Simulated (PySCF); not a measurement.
C₂H₃O₃, SMILES COC([O])=O, multiplicity 2. Atoms are numbered in the order given.

```xyz
8

C     -0.0415     1.8039     0.0000
O      0.6959     0.5707     0.0000
C      0.0119    -0.5583     0.0000
O      0.6371    -1.6506     0.0000
O     -1.2316    -0.6480     0.0000
H     -1.1238     1.6178     0.0000
H      0.2446     2.3666     0.8987
H      0.2446     2.3666    -0.8987
```
Charge 0, spin multiplicity 2.

The structure is a stationary point at r2SCAN-D4/def2-SVP. The geometry has at least one imaginary mode, so it is a saddle point at that level. The isomer is the one that the SMILES or the coordinates give; other isomers of the formula were not compared.

Method: SMD-PBE0/6-31G* run with PySCF.

Solvation free energies are E(SMD) − E(gas) at the gas-phase geometry, for 1 M in both phases. In vacuum the dipole moment is 3.41 D.

Computed solvation free energies in water, ethylethanoate, diethylether:
```tsv
solvent	ΔG(solv) (kcal/mol)	its non-electrostatic (CDS) part	dipole (D)
water	-1.0	5.3	4.28
ethylethanoate	-4.5	-1.3	3.93
diethylether	-4.4	-1.6	3.87
```
